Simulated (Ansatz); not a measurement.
## One elementary step

Start structure (BSiNH₈O, closed shell), relaxed at PBE0-D4/def2-TZVP:

| atom | x (Å) | y (Å) | z (Å) |
| --- | --- | --- | --- |
| B1 | 1.6231 | -1.3361 | -0.0899 |
| N2 | 1.8499 | -0.0364 | -0.5363 |
| H3 | 2.0817 | -1.6722 | 0.9610 |
| H4 | 0.9515 | -2.0637 | -0.7597 |
| H5 | 0.1088 | 0.7946 | 0.3505 |
| O6 | -0.6628 | 1.3085 | 0.6191 |
| Si7 | -2.1424 | 0.6644 | 0.3083 |
| H8 | 2.4595 | 0.6080 | -0.0583 |
| H9 | 1.5590 | 0.2904 | -1.4440 |
| H10 | -3.1390 | 1.6516 | 0.7861 |
| H11 | -2.3424 | 0.4226 | -1.1493 |
| H12 | -2.3469 | -0.6318 | 1.0127 |

The step: SiH₄O ([OH][SiH3]) + BNH₄ ([BH2][NH2]) → BSiH₅O ([BH2][O][SiH3]) + NH₃ (still joined by a long B–N bond); bonds formed: B1–O6, N2–H5; bonds broken: H5–O6; bonds weakened to dative contacts: B1–N2. Ansatz 0.2.0; basis: def2-TZVPP and def2-QZVPP; cores frozen in the correlated methods. Extrapolation: Hartree–Fock as exp(−7.88 √X), correlation as X^−2.97. Energies below are by CCSD(T) at an estimated basis limit (MP2 extrapolated from triple and quadruple zeta, plus CCSD(T) − MP2 in triple zeta).

**Question.** What are the electronic barrier and the energy of the step, from the start structure to the end structure? (To be estimated.)

**Answer.** By the calculation: Barrier 15.91 kcal/mol; step energy -12.88 kcal/mol (downhill); reverse barrier, their difference, 28.79 kcal/mol. Barrier and step energy count from the start structure, the reverse barrier from the end structure.

The saddle point: One imaginary mode of 1052i cm⁻¹.
```json
{"pair": "B1–O6", "start (Å)": "3.57", "saddle (Å)": "1.65", "end (Å)": "1.44"}
{"pair": "N2–H5", "start (Å)": "2.12", "saddle (Å)": "1.41", "end (Å)": "1.02"}
{"pair": "B1–N2", "start (Å)": "1.39", "saddle (Å)": "1.55", "end (Å)": "1.64"}
{"pair": "H5–O6", "start (Å)": "0.97", "saddle (Å)": "1.13", "end (Å)": "2.59"}
```

Zero-point energy (harmonic, PBE0-D4): ZPE is 55.38 kcal/mol at the start and 54.33 kcal/mol at the saddle, so the barrier goes from 15.91 to 14.86 kcal/mol.

No T1 diagnostic of these runs exceeds 0.013.

The step is the kind of ligand exchange by which a precursor binds to a hydroxyl group, or is hydrolysed, in atomic layer deposition of oxides.

Labels in which every atom is bracketed show which atoms are joined, not bond orders.

For scale, one of the runs: CCSD(T)/def2-TZVPP, 247 basis functions, launched by `ansatz run in.yaml --threads 4 --pin off --events-out ev --progress --plain --max-ram 9574MiB`. Hardware: 4 CPU threads of an Intel Xeon, shared host. Wall time 2.1 min; peak host memory 5.1 GiB.
